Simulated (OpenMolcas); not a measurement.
A calculation on As.

| Property | Result |
| --- | --- |
| Program | OpenMolcas |
| Method | SS-RASPT2, IPEA 0.25 Eh, imaginary shift 0.1 Eh (closed shells correlated: 3d) |
| Basis | ANO-RCC-VQZP [7s6p4d2f1g] |
| Scalar Hamiltonian | DKH2, point nucleus |
| Active space | 5 electrons in 9 orbitals (RAS2 4s 4p; RAS3 4d, at most 2 electrons) |
| State averaging | 2S+1 = 4 odd, 1 root; 2S+1 = 2 odd, 8 roots; 2S+1 = 4 even, 3 roots; 2S+1 = 2 even, 5 roots (0 in the spin-orbit step) |
| Spin-orbit coupling | state interaction with AMFI integrals over the reference wave functions, term energies averaged over their components |

(1) Which level of the active space comes out lowest?

(2) How high does 4s² 4p³ ²P°_3/2 lie?

(3) How high does 4s² 4p³ ²P°_1/2 lie?

(4) How high does 4s² 4p³ ²D°_3/2 lie?

Measured values: NIST Handbook of Basic Atomic Spectroscopic Data.

Results:

(1) 4s² 4p³ ⁴S°_3/2, with 100 % of that term; it is also the measured ground level.

(2) 19074 cm⁻¹ above the lowest level; measured 18648 cm⁻¹ above the ground level, so the calculation is off by +2 %.

(3) 18797 cm⁻¹ above the lowest level; measured 18186 cm⁻¹ above the ground level, so the calculation is off by +3 %.

(4) 10924 cm⁻¹ above the lowest level; measured 10593 cm⁻¹ above the ground level, so the calculation is off by +3 %.

Some high roots are left out of the spin-orbit mixing, which shifts the levels that they would mix with. Active for correlation alone: 4d; no level in the range computed is led by a configuration that fills it, so any true level of that kind is missing. Measured partners are found by configuration, term and J. A level has none where our copy of the source lacks it or the pairing is in doubt (some pairs that miss far off the trend of their configuration count as doubtful), and it then counts in no deviation. Levels of configurations outside the active space are missing.

° marks odd parity.
